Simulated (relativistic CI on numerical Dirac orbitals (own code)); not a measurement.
**Line list: Electric-dipole lines, Bi60+**

Computed by Dirac-Coulomb-Breit CI, separate exchange-only KLI orbitals for each configuration, model QED (radiative potential, 1s self-energy scaled to tabulated hydrogen-like ionisation energies), unscaled Slater integrals (own radial code, finite nucleus).

CI space (outside the closed core [Ne]): 3s2 3p6 3d5, 3s2 3p5 3d6, 3s2 3p4 3d7, 3s 3p6 3d6, 3p6 3d7, 3s 3p5 3d7, 3s2 3p6 3d4 4s, 3s2 3p6 3d4 4p, 3s2 3p4 3d6 4s, 3s2 3p6 3d4 4d, 3s2 3p4 3d6 4p, 3s2 3p5 3d5 4s, 3s2 3p6 3d4 4f, 3s 3p5 3d6 4s, 3s2 3p5 3d5 4p, 3s 3p5 3d6 4p, 3s2 3p6 3d3 4s2, 3s 3p6 3d5 4s, 3s2 3p6 3d3 4s 4p, 3p6 3d6 4p. Levels of other configurations are missing.

```csv
λ vac (Å),Lower,Upper,A (s⁻¹),E lower (10³ cm⁻¹),E upper (10³ cm⁻¹)
12.383,3s2 3p6 3d5 4G_11/2 [13],3s2 3p5 3d6 2G°_9/2 [242],5.60e+12,1923.2,9999.0
12.476,3s2 3p6 3d5 2G_7/2 [20],3s2 3p5 3d6 2F°_5/2 [245],8.24e+12,2085.9,10101.2
12.494,3s2 3p6 3d5 2I_13/2 [15],3s2 3p5 3d6 2H°_11/2 [241],1.15e+13,1968.9,9972.4
12.567,3s2 3p6 3d5 6S_5/2 [2],3s2 3p5 3d6 4D°_7/2 [172],3.36e+12,871.4,8828.9
12.581,3s2 3p6 3d5 2G_9/2 [25],3s2 3p5 3d6 2F°_7/2 [251],7.02e+12,2255.2,10203.6
12.589,3s2 3p5 3d6 2I°_13/2 [57],3s2 3p4 3d7 4G_11/2 [363],1.07e+13,4988.7,12932.5
12.604,3s2 3p6 3d5 2H_11/2 [4],3s2 3p5 3d6 2G°_9/2 [174],9.98e+12,987.5,8921.5
12.606,3s2 3p5 3d6 4I°_15/2 [54],3s2 3p4 3d7 4H_13/2 [357],1.29e+13,4912.0,12844.7
12.634,3s2 3p6 3d5 2H_11/2 [30],3s2 3p5 3d6 2G°_9/2 [297],9.07e+12,2999.6,10915.0
12.642,3s2 3p6 3d5 2H_11/2 [30],3s2 3p5 3d6 2H°_11/2 [296],9.45e+12,2999.6,10909.7
12.650,3s2 3p6 3d5 2G_9/2 [32],3s2 3p5 3d6 2F°_7/2 [300],1.05e+13,3068.9,10973.8
12.697,3s2 3p6 3d5 2G_9/2 [6],3s2 3p5 3d6 2G°_9/2 [174],4.12e+12,1045.5,8921.5
12.726,3s2 3p6 3d5 2F_7/2 [8],3s2 3p5 3d6 2D°_5/2 [176],8.78e+12,1124.8,8982.9
12.737,3s2 3p6 3d5 4G_7/2 [3],3s2 3p5 3d6 4D°_7/2 [172],4.15e+12,977.8,8828.9
12.805,3s2 3p6 3d5 2H_9/2 [19],3s2 3p5 3d6 2H°_9/2 [236],4.62e+12,2060.8,9869.9
12.848,3s2 3p6 3d5 2G_9/2 [6],3s2 3p5 3d6 4D°_7/2 [172],4.12e+12,1045.5,8828.9
12.921,3s2 3p6 3d5 4G_11/2 [13],3s2 3p5 3d6 4H°_11/2 [223],3.07e+12,1923.2,9662.3
12.943,3s2 3p6 3d5 2I_13/2 [15],3s2 3p5 3d6 2I°_13/2 [226],5.11e+12,1968.9,9694.9
14.292,3s2 3p5 3d6 4G°_11/2 [37],3s 3p6 3d6 4F_9/2 [293],8.14e+12,3857.1,10853.9
14.324,3s2 3p5 3d6 6F°_11/2 [47],3s 3p6 3d6 6D_9/2 [323],7.59e+12,4792.3,11773.6
22.483,3s2 3p6 3d5 4G_7/2 [3],3s2 3p5 3d6 2D°_5/2 [83],2.47e+12,977.8,5425.6
22.546,3s2 3p6 3d5 6S_5/2 [2],3s2 3p5 3d6 6P°_3/2 [77],1.72e+12,871.4,5306.9
22.560,3s2 3p6 3d5 2H_11/2 [4],3s2 3p5 3d6 2G°_9/2 [82],1.87e+12,987.5,5420.3
22.575,3s2 3p6 3d5 2F_7/2 [8],3s2 3p5 3d6 2F°_5/2 [88],1.46e+12,1124.8,5554.4
22.621,3s2 3p6 3d5 2G_9/2 [6],3s2 3p5 3d6 2F°_7/2 [84],2.76e+12,1045.5,5466.2
22.623,3s2 3p6 3d5 4D_7/2 [12],3s2 3p5 3d6 4P°_5/2 [123],1.86e+12,1922.4,6342.7
22.634,3s2 3p6 3d5 4G_11/2 [13],3s2 3p5 3d6 2H°_9/2 [121],1.80e+12,1923.2,6341.4
22.714,3s2 3p6 3d5 2D_5/2 [7],3s2 3p5 3d6 2D°_3/2 [86],2.11e+12,1084.2,5486.9
22.757,3s2 3p6 3d5 2I_13/2 [15],3s2 3p5 3d6 2H°_11/2 [125],2.60e+12,1968.9,6363.2
22.774,3s2 3p6 3d5 4G_9/2 [14],3s2 3p5 3d6 2F°_7/2 [120],2.00e+12,1942.7,6333.7
22.784,3s2 3p6 3d5 2D_5/2 [1],3s2 3p5 3d6 2P°_3/2 [46],2.59e+12,0.0,4389.0
22.838,3s2 3p6 3d5 2D_5/2 [1],3s2 3p5 3d6 2D°_5/2 [45],2.89e+12,0.0,4378.8
22.859,3s2 3p6 3d5 2G_9/2 [6],3s2 3p5 3d6 2G°_9/2 [82],9.04e+11,1045.5,5420.3
22.946,3s2 3p6 3d5 2G_9/2 [25],3s2 3p5 3d6 2F°_7/2 [135],2.08e+12,2255.2,6613.3
23.106,3s2 3p6 3d5 2H_11/2 [30],3s2 3p5 3d6 2G°_9/2 [149],2.35e+12,2999.6,7327.4
23.123,3s2 3p6 3d5 6S_5/2 [2],3s2 3p5 3d6 2F°_5/2 [68],9.82e+11,871.4,5196.2
23.176,3s2 3p6 3d5 4G_7/2 [3],3s2 3p5 3d6 2F°_7/2 [75],9.34e+11,977.8,5292.6
23.179,3s2 3p6 3d5 2H_11/2 [4],3s2 3p5 3d6 2H°_11/2 [76],2.31e+12,987.5,5301.8
23.288,3s2 3p6 3d5 2H_11/2 [4],3s2 3p5 3d6 2G°_9/2 [74],6.58e+11,987.5,5281.6
23.607,3s2 3p6 3d5 2G_9/2 [6],3s2 3p5 3d6 2G°_9/2 [74],1.06e+12,1045.5,5281.6
23.657,3s2 3p6 3d5 4G_7/2 [3],3s2 3p5 3d6 4D°_7/2 [69],8.15e+11,977.8,5204.9
23.691,3s2 3p6 3d5 2F_7/2 [8],3s2 3p5 3d6 2G°_7/2 [79],1.34e+12,1124.8,5345.7
23.862,3s2 3p6 3d5 2D_5/2 [1],3s2 3p5 3d6 4D°_7/2 [43],9.01e+11,0.0,4190.7
23.999,3s2 3p6 3d5 4G_11/2 [13],3s2 3p5 3d6 4G°_11/2 [107],1.16e+12,1923.2,6090.1
24.091,3s2 3p6 3d5 2I_13/2 [15],3s2 3p5 3d6 2I°_13/2 [109],1.24e+12,1968.9,6119.8
```

Terms are leading LS components. Brackets give the number of a level in order of energy, since labels repeat. The list gives strong lines, with weight on those to low levels, without lines whose two gauges differ by over a factor of 2.5, among the lowest 400 of 9879 levels, so that lines to higher ones, which can be the strongest, are missing. Levels whose partners in the same complex of configurations lie outside the list can be far off, and so can their lines. Rates are taken at the computed energies, electric ones in the length gauge.

At this charge energies of transitions that change n are usually good to better than 1 %, and those within a shell (Δn = 0) to a few per cent.

LS names give the leading component of a level, which can be under half, so a name can repeat, a term be missing and a line seem to break the LS rules.
